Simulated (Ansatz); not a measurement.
Consider the formal exchange of groups at the Si–O bond: `O[SiH](F)[SiH2]Cl` + CH₄ → `C[SiH](F)[SiH2]Cl` + H₂O.

Program: Ansatz. Geometries: PBE0-D4/def2-TZVP. ΔE: electronic, gas phase. CCSD(T)/CBS adds triple-zeta CCSD(T) − MP2 to the extrapolated MP2 energy (def2 sets, frozen cores). This one scheme is used for every species. DFT in def2-TZVPP. Each species was taken in one conformer, which may not be the lowest.

(1) Is it downhill or uphill in electronic energy at CCSD(T)/CBS, and by how much? (Estimate.)

(2) What do these levels give: BLYP-D4, r2SCAN0-D4, BHLYP-D4, PBE-QIDH, BLYP, r2SCAN, r2SCANh, r2SCAN0, CCSD/def2-SVP, HF/def2-TZVPP, CCSD(T)/def2-TZVPP, SCS-MP2/def2-QZVPP? (Estimate.)

Largest T1 diagnostic among the species: 0.012.

Answers

(1) Computed: Uphill: ΔE = +105.1 kJ/mol.

(2) Ansatz gave: BLYP-D4 110.9, r2SCAN0-D4 109.4, BHLYP-D4 114.2, PBE-QIDH 106.0, BLYP 113.8, r2SCAN 111.5, r2SCANh 110.9, r2SCAN0 110.2, CCSD/def2-SVP 105.6, HF/def2-TZVPP 120.6, CCSD(T)/def2-TZVPP 107.3, SCS-MP2/def2-QZVPP 110.1 kJ/mol.

Leaving LDA and LC-ωPBE aside and taking each functional with its dispersion term where it has one, the values, not all of them listed here, spread over 14.6 kJ/mol, from revPBE-D4 to BHLYP-D4. In def2-TZVPP, CCSD(T) changes the Hartree–Fock value by −13.4 kJ/mol (the triples alone add −0.9 kJ/mol) and MP2 by −12.3 kJ/mol.
